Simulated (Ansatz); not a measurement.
Geometry optimisation, RKS B3LYP/def2-SVP in Ansatz 0.2.0.

Input file:

```yaml
crystal:
  periodic: [false, false, false]
  atoms:
    - { symbol: Al, position_ang: [0.0, 0.0, 0.0] }
    - { symbol: Cl, position_ang: [0.0, 0.0, 2.58] }
    - { symbol: H, position_ang: [1.351, 0.0, -0.78] }
    - { symbol: Cl, position_ang: [-1.9312, 0.0, -1.115] }
    - { symbol: O, position_ang: [-0.2664, -1.9558, 0.6559] }
    - { symbol: H, position_ang: [-0.6698, -2.5085, -0.087] }
    - { symbol: H, position_ang: [-0.1904, -1.3982, 1.8287] }
basis:
  gaussian: { orbitals: def2-SVP }
hamiltonian:
  xc: b3lyp
relax:
  f_tol: 0.15
  max_steps: 25
  restrain:
    - { distance: [0, 4], at: 1.78, k: 30.0 }
    - { distance: [6, 1], at: 1.37, k: 30.0 }
    - { distance: [0, 1], at: 3.43, k: 30.0 }
    - { distance: [6, 4], at: 2.21, k: 30.0 }
```

Launched with:

```bash
$ ansatz run input.yaml --threads 1 --pin off --max-ram 2048MiB --backend cpu --events-out ev --progress --plain --runs-dir out
```

**Question.** Where does it end, and by what steps?

**Answer.** The forces met the threshold. The restraints hold the end off the free minimum; the threshold counts their pulls, which the force column leaves out. Restrained pairs: Al1–O5 (2.08 → 1.75 Å), Cl2–H7 (1.60 → 1.34 Å), Al1–Cl2 (2.58 → 3.42 Å), O5–H7 (1.30 → 2.20 Å). After 7 steps the energy has fallen by 1.021 eV (the restraints' own energy left out); Al1 moved furthest, 0.69 Å.

```json
{"step": "0", "energy less start (eV)": "0.0000", "largest force component (eV/Å)": "3.266", "accepted": "yes"}
{"step": "1", "energy less start (eV)": "-0.0528", "largest force component (eV/Å)": "3.689", "accepted": "yes"}
{"step": "2", "energy less start (eV)": "-0.3676", "largest force component (eV/Å)": "3.309", "accepted": "yes"}
{"step": "3", "energy less start (eV)": "-0.7881", "largest force component (eV/Å)": "1.278", "accepted": "yes"}
{"step": "4", "energy less start (eV)": "-0.9606", "largest force component (eV/Å)": "1.006", "accepted": "yes"}
{"step": "5", "energy less start (eV)": "-0.9113", "largest force component (eV/Å)": "1.382", "accepted": "no"}
{"step": "6", "energy less start (eV)": "-1.0096", "largest force component (eV/Å)": "0.921", "accepted": "yes"}
{"step": "7", "energy less start (eV)": "-1.0210", "largest force component (eV/Å)": "0.881", "accepted": "yes"}
```

```xyz
7
Properties=species:S:1:pos:R:3
Al -0.075 -0.451 -0.514
Cl -0.103 -0.071 2.890
H 1.293 0.285 -0.683
Cl -1.895 0.291 -1.272
O -0.080 -2.043 0.221
H -0.855 -2.619 0.163
H 0.009 -1.254 2.276
```

Time of the run: 22 s on 1 thread of Intel(R) Xeon(R) Platinum 8488C (Sapphire Rapids) (shared host), peak memory 0.19 GiB.
